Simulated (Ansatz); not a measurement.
`O[SiH2]CC[SiH3]` → `CC[SiH3]` + `O[SiH]` at 400 K and 1 bar (silylene formation by 1,1-elimination).

Program: Ansatz. Geometries: PBE0-D4/def2-TZVP. ΔE: electronic, gas phase. CBS: MP2 limit from def2 TZ/QZ plus the TZ coupled-cluster correction, frozen cores. This one scheme is used for every species. Each species was taken in one conformer, which may not be the lowest.

```tsv
species	CCSD(T)/CBS energy (Eh)	H − E (kJ/mol)	S (J/(mol·K))
`O[SiH2]CC[SiH3]`	-735.50229	333.8	420.2
`CC[SiH3]`	-369.99568	262.4	326.3
`O[SiH]`	-365.43832	70.5	255.7
```

H − E and S are ideal-gas, rigid-rotor, harmonic terms from PBE0-D4/def2-TZVP, for one conformer and one mirror image of each species. 1 Eh = 2625.50 kJ/mol, R = 8.31446 J/(mol·K).

Task: By hand: ΔE, ΔH, ΔS and ΔG.

Result: ΔE = (-369.99568) + (-365.43832) − (-735.50229) = 0.06829 Eh = 179.3 kJ/mol. Δ(H − E) = 262.4 + 70.5 − 333.8 = -0.9, so ΔH = 178.4 kJ/mol. ΔS = 326.3 + 255.7 − 420.2 = 161.8 J/(mol·K). ΔG = 178.4 − 400 × (161.8)/1000 = 113.7 kJ/mol.

Task: By hand: the equilibrium constant, and the temperature at which ΔG would vanish if ΔH and ΔS stayed fixed.

Result: log₁₀ K = −ΔG/(RT ln 10) = -14.8. ΔG = 0 at ΔH/ΔS = 1103 K.

The number of gas molecules changes by +1, which sets the sign of ΔS. A doubt of 5 kJ/mol in ΔE shifts log₁₀ K by 0.7 here. Other conformers and mirror images would add mixing entropy, several J/(mol·K) or more a flexible species. These are equilibria of isolated gas molecules and say nothing of rates. Largest T1 diagnostic: 0.016 (customary marks: 0.02 for closed shells, 0.045 for open ones).
